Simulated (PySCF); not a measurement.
Me2PhSiSBu, C₁₂H₂₀SSi.
SMILES: `C(C)CCS[Si](C)(c1ccccc1)C`

Theory: TDDFT CAM-B3LYP/def2-SVPD, vertical, gas phase, core orbitals frozen in the response in PySCF 2.14.0, density-fitted response routines. The structure is a single PBE0-D3(BJ)/def2-SVP conformer in the gas phase; no vibrational or solvent corrections.

Computed states:

```
state  E (eV)       f
   S1    5.35  0.0019
   S2    5.63  0.0034
   S3    5.90   0.060
   S4    6.06   0.029
   S5    6.46   0.046
   S6    6.65   0.023
   S7    6.77   0.070
   S8    6.85   0.798
   S9    6.88   0.230
  S10    6.92   0.130
```

Each state is given a Gaussian of 0.4 eV full width at half maximum, with ε(max) = 2.175×10⁸ f / Δν̃ (Δν̃ the width in cm⁻¹). The cross-section is σ = 3.8235×10⁻²¹ ε cm², given in Mb (10⁻¹⁸ cm²). The width is an assumption, not a result. The curve ends short of the highest state used, and states not computed would add to its high-energy end.

**Question.** What does the envelope look like, and where are its maxima?

**Answer.** 
```tsv
E (eV)	σ (Mb)
4.75	0.00
4.82	0.00
4.89	0.01
4.95	0.03
5.02	0.08
5.09	0.16
5.16	0.28
5.23	0.44
5.30	0.63
5.37	0.87
5.43	1.22
5.50	1.99
5.57	3.52
5.64	6.18
5.71	10.05
5.78	14.61
5.84	18.17
5.91	20.70
5.98	20.71
6.05	18.49
6.12	15.30
6.19	12.85
6.25	12.46
6.32	15.04
```

Maxima: 209 nm (5.95 eV), ε about 5500, made up of S3 (70%) and S4 (28%) (ε in L mol⁻¹ cm⁻¹; maxima over ε = 5, shares over 10%). At its high-energy end, 6.32 eV, the curve is still rising (ε about 3900, from S4, S5 and S8).

**Question.** Coming from long wavelengths, where does ε first pass 100 L mol⁻¹ cm⁻¹?

**Answer.** At about 238 nm (5.20 eV), 0.14 eV below S1.

**Question.** On this curve, what absorbance would a 10⁻⁴ mol/L sample give at 222 nm over a 1 cm path?

**Answer.** 222 nm is 5.585 eV, where ε is about 1000 L mol⁻¹ cm⁻¹, so A = ε c l ≈ 0.1 (Beer–Lambert, with the gas-phase spectrum and the assumed width).

**Question.** What would ε be at 5.95 eV, the highest of these maxima, with half the width (0.2 eV)?

**Answer.** About 8390 L mol⁻¹ cm⁻¹ against 5500, a factor of about 1.5; a lone state at its own centre would give exactly 2.
